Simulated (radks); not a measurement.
Initial-state core-level shifts of the copper ion Cu2+ when its valence configuration changes from [Ar] 3d9. Calculated with a radial shooting solver on a logarithmic mesh with Libxc functionals: scalar-relativistic Kohn-Sham, r2SCAN, spin-polarised, spherical densities, finite nucleus; open shells are filled with parallel spins first; meta-GGA in the generalised Kohn-Sham scheme; Fermi nuclear charge, rms radius 3.8823 fm. Shifts are changes of the shell-averaged eigenvalues in eV (positive: less bound); the change of the density at the nucleus, which sets a Mossbauer isomer shift, is in e/bohr^3, on a base of 2.238e+04.

| valence | 2s | 2p | 3s | 3p | density at nucleus |
|---|---|---|---|---|---|
| 3d8 4p1 | -10.551 | -10.491 | -9.390 | -9.158 | +2.895 |
| 3d8.5 4p0.5 | -5.163 | -5.134 | -4.654 | -4.543 | +1.334 |
| 3d7 4s2 | -19.509 | -19.383 | -16.495 | -16.019 | +37.743 |
| 3d8 4s1 | -9.060 | -8.996 | -7.826 | -7.598 | +17.220 |
| 3d7 4p2 | -22.045 | -21.922 | -19.103 | -18.608 | +6.713 |
| 3d6.5 4s2 4p0.5 | -25.781 | -25.626 | -21.651 | -21.039 | +41.801 |
| 3d7.5 4p1.5 | -16.179 | -16.088 | -14.210 | -13.850 | +4.689 |
| 3d8.5 4s0.5 | -4.415 | -4.384 | -3.855 | -3.745 | +8.137 |
| 3d6 4s2 4p1 | -32.258 | -32.077 | -26.838 | -26.086 | +46.254 |
